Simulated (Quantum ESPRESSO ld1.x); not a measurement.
The numbers below are computed, except where a source is named.
Mn0.25+, 24.75 electrons, occupied as [Ne] 3s1.75 3p6 3d5 4s2 (fractional occupations, a model configuration). Level of theory: non-relativistic Kohn-Sham, PW91, spin-unpolarised, spherical densities, point nucleus (ld1.x of Quantum ESPRESSO 7.5). Some entries of the table are withheld. Estimate them.

| orbital | occ. | eigenvalue (eV) | <r> (bohr) | <r^2> (bohr^2) |
|---|---|---|---|---|
| 1s | 2 | -6380.05 | 0.06156 | 0.005083 |
| 2s | 2 | -737.017 | 0.2824 | (1) |
| 2p | 6 | -632.558 | 0.2482 | 0.07570 |
| 3s | 1.75 | -87.8065 | 0.8579 | (2) |
| 3p | 6 | (3) | 0.9037 | (4) |
| 3d | 5 | -10.3719 | 1.167 | 1.807 |
| 4s | 2 | (5) | 2.977 | 10.24 |

Answer. 
(1) 2s <r^2> (bohr^2): 0.09415
(2) 3s <r^2> (bohr^2): 0.8493
(3) 3p eigenvalue (eV): -57.9041
(4) 3p <r^2> (bohr^2): 0.9627
(5) 4s eigenvalue (eV): -7.0119
